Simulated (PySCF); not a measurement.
A structure optimised at PBE0-D3(BJ)/def2-TZVP, used in a PySCF frequency run:

```xyz
8

Al     0.2600    -1.4536     0.0000
H     -0.6584    -2.7392     0.0000
H      1.8447    -1.4690     0.0000
S     -0.7223     0.4785     0.0000
C      0.6848     1.6356     0.0000
H      0.6215     2.2631    -0.8880
H      0.6215     2.2631     0.8880
H      1.6384     1.1084     0.0000
```
Charge 0, spin multiplicity 1.

**Question.** Write its SMILES, formula and point group.

**Answer.** C[S][AlH2], CH5AlS, Cs

**Question.** What are its rotational constants (standard atomic weights)?

**Answer.** 15.442, 4.2300, 3.3913 GHz
